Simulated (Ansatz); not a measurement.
Ansatz (an electronic-structure program) input (SVWN5/6-31G* with LANL2DZ past Ar): The .json file joins the Basis Set Exchange's 6-31G* for atoms up to Ar and LANL2DZ past it.

Ansatz 0.2 input:
```yaml
crystal:
  periodic: [false, false, false]
  atoms:
    - {symbol: Se, position_ang: [0.00065560, 0.02646256, -0.06067825]}
    - {symbol: H, position_ang: [-1.07638699, -0.86807534, 0.42835260]}
    - {symbol: H, position_ang: [1.06782330, -0.86656701, 0.45217774]}
    - {symbol: H, position_ang: [-0.01372686, 0.83491536, 1.18253017]}
basis:
  gaussian:
    orbitals: 6-31Gs+LANL2DZ.json
hamiltonian:
  xc: {name: SVWN5}
total_charge: 1
output: {forces: true}
```

Task: What final total energy does it give?

Result: -10.59399 Eh.
